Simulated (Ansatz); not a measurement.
Computed with Ansatz on PBE0-D4/def2-TZVP structures; ΔE is electronic, products minus reactants. CCSD(T)/CBS adds triple-zeta CCSD(T) − MP2 to the extrapolated MP2 energy (def2 sets, frozen cores). This one scheme is used for every species. One conformer a species, not always the lowest.

`OB1CO1` + HCl → `ClB1CO1` + H₂O  (ligand exchange at a B–O bond)

| species | CCSD/def2-TZVPP energy (Eh) |
| --- | --- |
| `OB1CO1` | -214.90149 |
| HCl | -460.32332 |
| `ClB1CO1` | -598.88107 |
| H₂O | -76.32939 |

Task: Work out ΔE.

Result: ΔE = (-598.88107) + (-76.32939) − (-214.90149) − (-460.32332) = 0.01435 Eh = +37.7 kJ/mol. CCSD(T)/CBS gives +31.7 kJ/mol.

Largest T1 diagnostic among the species: 0.014.

In def2-TZVPP, CCSD(T) changes the Hartree–Fock value by −11.3 kJ/mol (the triples alone add −2.6 kJ/mol) and MP2 by −15.9 kJ/mol. From BLYP to BHLYP (50 % exact exchange), in def2-TZVPP and without D4, ΔE moves by +4.7 kJ/mol. At CCSD(T), def2-SVP lies +13.4 kJ/mol from the extrapolated value and def2-TZVPP +3.4 kJ/mol.
